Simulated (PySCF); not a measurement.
Molecule: `C#C[SiH2]N([SiH3])[SiH3]`, C2H9NSi3.

Numbering as in the mapped SMILES `[CH:1]#[C:2][SiH2:3][N:4]([SiH3:5])[SiH3:6]`. Hydrogens are named by the atom that carries them.

Geometry PBE0-D3(BJ)/def2-SVP throughout; GIAO in PySCF 2.14, gas phase, one conformer, non-relativistic; equivalent atoms averaged; basis pcSseg-1.

For orientation, WP04 gives these shifts δ (against TMS, NH3 at the same level): C1 94.8, C2 80.4, Si5/Si6 -47.1, Si3 -56.6, N4 -5.6, H(Si3) 4.12, H(Si5)/H(Si6) 4.01, H(C1) 2.15 ppm.

A run gave: C1 108.7, C2 86.4, Si5/Si6 -45.2, Si3 -50.1, N4 -13.9, H(Si3) 4.37, H(Si5)/H(Si6) 4.32, H(C1) 2.83 ppm (shifts δ (against TMS, NH3 at the same level)).

Which functional was used in that run?
A. HF
B. B3LYP
C. BP86
D. B97-2

## Answers

A. C1 tells them apart best: HF gives 108.7, BP86 gives 100.3, B97-2 gives 100.1, B3LYP gives 101.1 ppm.
